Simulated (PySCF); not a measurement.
C4H2BrCl, SMILES C#C/C=C(/Cl)Br. Geometry optimised at PBE-D3(BJ)/def2-SVP. The structure was generated by enumeration; whether it is a known compound was not checked.

Computed equilibrium geometry at PBE-D3(BJ)/def2-SVP (PySCF confirms it by a frequency run) as Cartesian coordinates in Å, and its point group:
point group Cs.
```xyz
8

C      0.5701    -3.2945     0.0000
C      0.9298    -2.1212     0.0000
C      1.3924    -0.7861     0.0000
C      0.5953     0.3193     0.0000
Cl     1.2622     1.9122     0.0000
Br    -1.2887     0.2206     0.0000
H      0.2399    -4.3237     0.0000
H      2.4818    -0.6091     0.0000
```
Charge 0, spin multiplicity 1.
